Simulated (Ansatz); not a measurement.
Isolated molecules relaxed with PBE0-D4/def2-TZVP in Ansatz; ΔE leaves out vibrations. CCSD(T)/CBS is the MP2 limit (def2-TZVPP, def2-QZVPP) plus CCSD(T) − MP2 in def2-TZVPP, frozen cores. DFT in def2-TZVPP. B3LYP here is the variant with VWN-RPA as its local correlation; programs differ in this. For Se outer-core shells are correlated without core-valence functions, which leaves a few kJ/mol of doubt a bond. Scalar relativity is left out up to krypton. Each species was taken in one conformer, which may not be the lowest.

`[NH2][AlH][O][SiH2][SiH3]` + H₂Se → `[NH2][AlH][SeH]` + `O[SiH2][SiH3]`  (ligand exchange at the Al–O bond)

`[NH2][AlH][O][SiH2][SiH3]`:

Cartesian coordinates in Å:
```
N -1.878 -1.210 1.013
Al -1.825 0.550 1.024
O -0.422 1.319 0.478
Si 1.071 1.375 -0.166
Si 1.584 -0.650 -1.239
H -1.128 -1.816 0.725
H -2.675 -1.753 1.303
H -3.045 1.406 1.523
H 2.080 1.630 0.902
H 1.161 2.492 -1.147
H 1.417 -1.789 -0.290
H 0.673 -0.890 -2.393
H 2.988 -0.664 -1.735
```

H₂Se:

Z-matrix (Å, degrees):
```
Se
H 1 1.467
H 1 1.467 2 91.2
```

`[NH2][AlH][SeH]`:

Cartesian coordinates in Å:
```
N -0.829 1.207 -0.227
Al 0.130 -0.270 -0.309
Se 0.994 -1.100 1.681
H -1.039 1.727 0.609
H -1.247 1.650 -1.028
H 0.383 -0.989 -1.689
H 1.609 -2.224 0.963
```

`O[SiH2][SiH3]`:

Cartesian coordinates in Å:
```
O 0.207 -1.028 -1.786
Si 0.293 -0.973 -0.136
Si -0.142 1.172 0.713
H -0.621 -0.774 -2.196
H -0.665 -1.932 0.489
H 1.674 -1.400 0.203
H -0.104 1.148 2.202
H -1.496 1.626 0.288
H 0.855 2.162 0.224
```

| level | ΔE (kcal/mol) | difference from CCSD(T)/CBS |
| --- | --- | --- |
| PBE-D4 | 7.8 | -2.0 |
| ωB97X-V | 10.4 | 0.6 |
| ωB97M-V | 10.3 | 0.5 |
| B2PLYP | 10.7 | 0.9 |
| PBE | 6.9 | -2.9 |
| r2SCAN | 9.3 | -0.5 |
| PBE0 | 7.3 | -2.5 |
| B3LYP | 10.4 | 0.6 |
| HF/def2-TZVPP | 11.5 | 1.7 |
| MP2/def2-TZVPP | 10.0 | 0.2 |
| SCS-MP2/def2-TZVPP | 11.1 | 1.3 |
| CCSD/def2-TZVPP | 11.0 | 1.2 |
| CCSD(T)/def2-TZVPP | 10.7 | 0.9 |
| HF/def2-QZVPP | 12.1 | 2.3 |
| SCS-MP2/def2-QZVPP | 10.8 | 1.0 |
| HF/CBS(def2) | 12.2 | 2.4 |
| CCSD(T)/CBS | 9.8 | 0 |

Largest T1 diagnostic among the species: 0.012.

The D4 term adds +1.3 kcal/mol with B3LYP and +0.9 kcal/mol with PBE0; it sums over pairs of atoms, weighted by their polarisabilities, and B3LYP, whose exchange is more repulsive, gets the larger term. In def2-TZVPP, CCSD(T) changes the Hartree–Fock value by −0.9 kcal/mol (the triples alone add −0.3 kcal/mol) and MP2 by −1.5 kcal/mol.
